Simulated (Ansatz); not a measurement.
Spin states of the cluster Rb₂F (the lowest doublet isomer of a short search), each relaxed with r2SCAN-D4/def2-TZVP in Ansatz. Electronic energies in the gas phase.

In the def2 sets Rb takes a core potential; there is no spin–orbit coupling. B3LYP takes the VWN-RPA correlation. Correlated methods freeze 1 core orbital; core or outer-core shells of Rb are correlated, in sets that lack core-valence functions. In the quartet geometry the species has come apart into loosely held pieces. The structure comes from a short search, and lower isomers may exist.

Doublet geometry (C2v within 0.1 Å):

```xyz
3

Rb   -1.7682   -1.2988   -0.2893
Rb    1.6103    1.0980    1.0482
F     0.1579    0.2008   -0.7589
```

Quartet geometry (C2v within 0.1 Å):

```xyz
3

Rb    1.372   -2.764   -0.319
Rb   -2.454    1.148   -1.511
F     1.082    1.616    1.831
```

⟨S²⟩: doublet 0.75 at PBE0-D4/def2-TZVP (pure 0.75), quartet 3.75 at PBE0-D4/def2-TZVP (pure 3.75).

Only these spin states were relaxed. The quartet has fallen apart into loose fragments. The quartet has other bonds than the doublet, so the gap mixes isomer and spin.

```csv
level,quartet − doublet (kcal/mol),lowest of these
HF/def2-TZVPP,91.6,doublet
PBE-D4/def2-TZVP,134.3,doublet
B97M-V/def2-TZVP,133.7,doublet
MP2/def2-TZVP,135.7,doublet
```

Problem. Estimate the rows for B3LYP-D4/def2-TZVP, PBE0-D4/def2-TZVP, MP2/def2-TZVPP, CCSD(T)/def2-TZVPP.

Solution. 
```csv
level,quartet − doublet (kcal/mol),lowest of these
B3LYP-D4/def2-TZVP,127.7,doublet
PBE0-D4/def2-TZVP,127.8,doublet
MP2/def2-TZVPP,136.6,doublet
CCSD(T)/def2-TZVPP,129.1,doublet
```
